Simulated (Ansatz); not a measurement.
## Energy profile

The step: GeNH₅S ([NH2][GeH2][SH]) → GeNH₃ ([NH][GeH2]) + H₂S; bonds formed: S2–H4; bonds broken: Ge1–S2, N3–H4 (atoms numbered as in the saddle structure below).

```xyz
8
angstrom
Ge -0.2385 -0.1031 0.9294
S 1.4482 0.4656 -1.0515
N -1.4347 -0.0780 -0.3360
H 0.0302 0.2595 -1.2601
H 0.4306 -1.4412 1.2695
H 0.0370 0.9621 2.0138
H 1.7342 -0.8281 -1.2729
H -2.0071 0.7634 -0.2923
```

Electronic energies by CCSD(T) at an estimated basis limit (MP2 extrapolated from triple and quadruple zeta, plus CCSD(T) − MP2 in triple zeta), on PBE0-D4/def2-TZVP structures; GeNH5S, singlet; no counterpoise correction. Ansatz 0.2.0; basis: def2-TZVPP and def2-QZVPP; cores frozen in the correlated methods. Filled d shells of the heavier atoms are correlated. The def2 sets are not built for correlating such inner shells, so the correlated values are less sure here. Extrapolation: Hartree–Fock as exp(−7.88 √X), correlation as X^−2.97.

(1) Give the profile in kcal/mol, counted from the start structure. (To be estimated.)

The T1 diagnostic stays at or below 0.019. The restricted Hartree–Fock reference is unstable towards an unrestricted one at one or more of these structures.

Answers

(1) The calculation gives:
| point | kcal/mol |
| --- | --- |
| start structure | 0.00 |
| saddle | 67.50 |
| end structure | 60.22 |
| separated: GeNH3 (linked as [NH][GeH2]; Ge1, N3, H5, H6, H8; singlet) + H2S (S2, H4, H7; singlet) | 63.53 |

For scale, one of the runs: CCSD(T)/def2-TZVPP, 191 basis functions (an equivalent command: `ansatz run in.yaml --threads 4`). The run took 48 s on 4 CPU threads (shared host), with 2 GiB of host memory at its peak.
